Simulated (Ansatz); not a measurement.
This geometry of C$_{2}$H$_{2}$FSi (6 atoms, charge 0, multiplicity 2) is a first-order saddle point.

Theory: Ansatz, UKS PBE0/cc-pVDZ.

```xyz
6
Properties=species:S:1:pos:R:3
C 0.130 -0.713 -1.662
C 0.037 -0.224 -0.540
Si -0.063 0.521 1.055
F -0.303 -0.453 2.356
H 0.195 -1.144 -2.644
H 0.044 1.948 1.389
```

Problem. Which two structures does it join? (They come from a converged band through this point; their orientation in space is the band's.)

Solution. No bond is made or broken. The height of Si3 over the plane of its neighbours goes from 0.55 to -0.55 Å. The two ends are copies of one structure, up to a mirror image or an exchange of like atoms.

First end point:

```xyz
6
Properties=species:S:1:pos:R:3
C 0.122 -0.685 -1.624
C 0.113 -0.215 -0.497
Si 0.349 0.476 1.171
F -0.491 -0.426 2.269
H 0.105 -1.098 -2.616
H -0.156 1.884 1.250
```

Last end point:

```xyz
6
Properties=species:S:1:pos:R:3
C 0.131 -0.686 -1.623
C -0.023 -0.203 -0.512
Si -0.489 0.563 1.073
F -0.128 -0.463 2.314
H 0.289 -1.115 -2.595
H 0.262 1.840 1.298
```

Problem. How far does it lie above each of them?

Solution. 12.3 kcal/mol above the first and 12.3 kcal/mol above the second. This is the barrier of this one path; another mechanism may lie lower.

Time of the run: 3.3 min on 1 thread of Arm Neoverse V1, with other jobs on the host, peak memory 0.17 GiB.
